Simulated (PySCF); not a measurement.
# Identify the compound

The spectra below were simulated for a compound C6H9FSi.

1H NMR (400 MHz, computed): δ 6.66 (m, 1H), 6.44 (m, 1H), 4.49 (m, 2H), 3.27 (m, 2H), 0.35 (t, 3H).

13C{1H} NMR (computed): δ 160.8, 146.0, 142.3, 141.8, 37.4, -5.5.

All values are calculated (PySCF): coordinates at the GFN2-xTB level, NMR shieldings at PBE0/pcSseg-1/GIAO. In vacuum, relativity neglected, equivalent nuclei averaged, one computed conformer.

Chemical shifts δ = σref − σ; 1H (31.72 ppm), 13C (186.93 ppm) against TMS, all at this level.

Question: Choose the structure that fits.
A. C#C[Si@]1(C)C[C@H](F)C1
B. C#C[C@@H](C)[C@@H]1C[Si@H]1F
C. C[SiH2]/C(F)=C1\C=CC1
D. FCC#CC1C[SiH2]C1
E. CC#C[C@H]1C[Si@H](F)C1

Answer: C. 

The formula gives 3 degrees of unsaturation (1 ring in the answer). 6 carbon signals for 6 carbons: no two carbons are equivalent. Carbon types of the structure: 2 × C, 2 × CH, 1 × CH2, 1 × CH3, leaving 2 H on heteroatoms. δC 160.8, 141.8: fully substituted alkene carbon; as expected for a trigonal carbon in a double bond. δC 146.0, 142.3: alkene CH; as expected for a trigonal carbon in a double bond. δC 37.4: allylic sp3 CH2; a saturated carbon with 2 carbon neighbours and no heteroatom attached. δC -5.5: methyl carbon bonded to Si; an electropositive neighbour leaves it electron-rich and shielded. δH 6.66, 6.44: hydrogen on an alkene CH; attached to an sp2 carbon and in the plane of the double bond.

The others: C#C[C@@H](C)[C@@H]1C[Si@H]1F would give 7 signals for carbon-bound and other non-exchanging H, not 5; CC#C[C@H]1C[Si@H](F)C1 would give 5 carbon signals, not 6; C#C[Si@]1(C)C[C@H](F)C1 would give 5 carbon signals, not 6; FCC#CC1C[SiH2]C1 would give 5 carbon signals, not 6.

Splittings by 19F in the carbon and heteronuclear signals aren't shown, as no couplings were computed. Shifts are as computed. Against solution values, carbons near 30 ppm lie about +3 ppm off and those near 130 ppm about +5 ppm. Of 1309 compounds with measured shifts, 239 miss one by over three times the rms of a fit or turn the order of signals round; such compounds aren't used in these exercises. Multiplicities follow the n + 1 count of equivalent neighbours, as no J values were calculated; m marks all less simple cases, F and P coupling included.
